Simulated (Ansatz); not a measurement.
Computed with Ansatz on PBE0-D4/def2-TZVP structures; ΔE is electronic, products minus reactants. CCSD(T)/CBS adds triple-zeta CCSD(T) − MP2 to the extrapolated MP2 energy (def2 sets, frozen cores). Functionals use def2-TZVPP. For Se outer-core shells are correlated without core-valence functions, which leaves a few kJ/mol of doubt a bond. Scalar relativity is left out up to krypton. Each species was taken in one conformer, which may not be the lowest.

Reaction (formal exchange of groups at the Se–B bond): `C=NB[SeH]` + `N=C[SiH3]` → `N=C([SiH3])[SeH]` + `BN=C`

CCSD(T)/CBS gives +17.1 kcal/mol.

Q: Another level gave +16.9 kcal/mol. Which?
A. PBE-D4/def2-TZVPP
B. r2SCAN/def2-TZVPP
C. SCS-MP2/def2-TZVPP
D. HF/def2-TZVPP

A: C. SCS-MP2/def2-TZVPP 16.9, r2SCAN 15.0, PBE-D4 13.8, HF/def2-TZVPP 20.8 kcal/mol.

Largest T1 diagnostic among the species: 0.016.

In def2-TZVPP, CCSD(T) changes the Hartree–Fock value by −3.9 kcal/mol (the triples alone add −1.0 kcal/mol) and MP2 by −4.1 kcal/mol. The D4 term adds −1.2 kcal/mol with B3LYP and −0.6 kcal/mol with PBE0; it sums over pairs of atoms, weighted by their polarisabilities, and B3LYP, whose exchange is more repulsive, gets the larger term.

B3LYP here is the variant with VWN-RPA as its local correlation; programs differ in this.
